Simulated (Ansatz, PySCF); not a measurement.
System: CH3Si, charge 0, multiplicity 2. It need not be the lowest isomer of its formula. 
Structure (B3LYP-D3(BJ)/def2-TZVP (Ansatz, a first-principles code) minimum search):
```
C
H 1 1.0932
H 1 1.0932 2 109.47
H 1 1.1026 2 106.58 3 -114.91
Si 1 1.8983 2 114.66 4 -114.60
```
Charge 0, spin multiplicity 2.

Total electronic energies in hartree. Correlated levels leave the core frozen unless marked. UHF or UKS for open shells. No spin-orbit coupling. No relativistic terms. Basis-set limits of correlation are two-point, X^-3; Hartree-Fock from the larger set.

```csv
level,program,energy (Eh)
HF/STO-3G,Ansatz,-324.65962
HF/aug-cc-pV(T+d)Z,Ansatz,-328.50155
RI-HF/def2-QZVPPD,Ansatz,-328.50651
PBE-D4/def2-TZVPD,Ansatz + dftd4,-329.12978
TPSS/def2-TZVPD,PySCF,-329.36319
MN15-D3(BJ)/def2-TZVPD,PySCF + dftd3,-329.16326
HSE06-D4/def2-TZVPD,Ansatz + dftd4,-329.15385
HSE06/def2-TZVPD,Ansatz,-329.15200
wB97M-V/def2-TZVPD,Ansatz,-329.28687
MP2/def2-SVP,Ansatz,-328.55939
MP2/cc-pV(T+d)Z,Ansatz,-328.75821
MP2/def2-TZVPP,Ansatz,-328.75310
SCS-MP2/6-31G,Ansatz,-328.55332
SCS-MP2/def2-SVP,Ansatz,-328.56461
SCS-MP2/def2-TZVPP,Ansatz,-328.76029
SCS-MP2/cc-pV(Q+d)Z,Ansatz,-328.78872
CCSD/6-31G*,Ansatz,-328.67488
CCSD/cc-pV(D+d)Z,Ansatz,-328.72440
CCSD/cc-pV(T+d)Z,Ansatz,-328.79115
CCSD(T)/6-31G*,Ansatz,-328.68057
CCSD(T)/def2-SVP,Ansatz,-328.60055
CCSDT/cc-pV(D+d)Z,Ansatz,-328.73203
"CCSD(T)/CBS(cc-pV(T+d)Z,cc-pV(Q+d)Z)",Ansatz,-328.8317
```

Totals of different functionals don't rank their quality; only differences between species are comparable.
